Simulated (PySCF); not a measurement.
A run for PySCF: R-B3LYP/LANL2DZ on H5InSi (SMILES [SiH3][InH2]), a point of a torsion scan.

```python
from pyscf import gto, scf, dft, mp
from pyscf.data.elements import chemcore

mol = gto.M(
    atom='''
    Si   -1.18678461   -0.06357275   -0.01386920
    In    1.40182799    0.02789280    0.02954003
    H    -1.73435062    0.61452064   -1.20312882
    H    -1.65405851   -1.46176882   -0.03564596
    H    -1.75751681    0.58917765    1.17858615
    H     2.41728020    1.39184533    0.54526152
    H     2.52276978   -1.26473708   -0.44926424
    ''',
    basis='lanl2dz',
    ecp={'In': 'lanl2dz', 'Si': 'lanl2dz'},
    charge=0, spin=0, verbose=3, max_memory=1800)
mf = dft.RKS(mol, xc='b3lyp')
mf.conv_tol = 1e-8
mf.max_cycle = 100
mf.kernel()
if not mf.converged:
    mf = mf.newton().run(mf.mo_coeff, mf.mo_occ)
```

Task: What total energy does the run end on?

Result: -8.7214 hartree.
